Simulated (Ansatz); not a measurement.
The lowest singlet and triplet of CH4Si (SMILES C[SiH]); geometries from B3LYP-D3(BJ)/def2-TZVP, each state relaxed from the structure named, with no frequency check.
Singlet at the triplet's geometry (charge 0, multiplicity 1):
```xyz
6

C     -1.11567    -0.34404     0.02056
Si     0.66692     0.29665    -0.02181
H     -1.29149    -1.03717    -0.80454
H     -1.81460     0.48721    -0.07606
H     -1.31598    -0.85196     0.96609
H      1.77925    -0.68688     0.09645
```

A positive gap puts the triplet lower; no zero-point energy. R- takes a restricted singlet. The triplet is unrestricted in single-reference levels.

Frozen-core correlation.

The values were computed with Ansatz (Gaussian basis) for Hartree–Fock, density functionals and correlated methods. Each number belongs to the level named beside it.

What is the computed gap E(singlet) − E(triplet), vertical, at the triplet's geometry (R-wB97X-V/def2-TZVPP)?

-14.7 kcal/mol

Predict the gap E(singlet) − E(triplet), vertical, at the triplet's geometry from R-CCSD(T)/cc-pV(T+d)Z.

-13.9 kcal/mol

Estimate the gap E(singlet) − E(triplet), vertical, at the triplet's geometry that R-CCSDT/cc-pV(D+d)Z returns for this input.

-12.1 kcal/mol

Doubts at one or more of the structures used: a restricted determinant that unrestricted orbitals would lower (R-wB97X-V/def2-TZVPP, R-CCSD(T)/cc-pV(T+d)Z, R-CCSDT/cc-pV(D+d)Z).

Ansatz is a first-principles code.
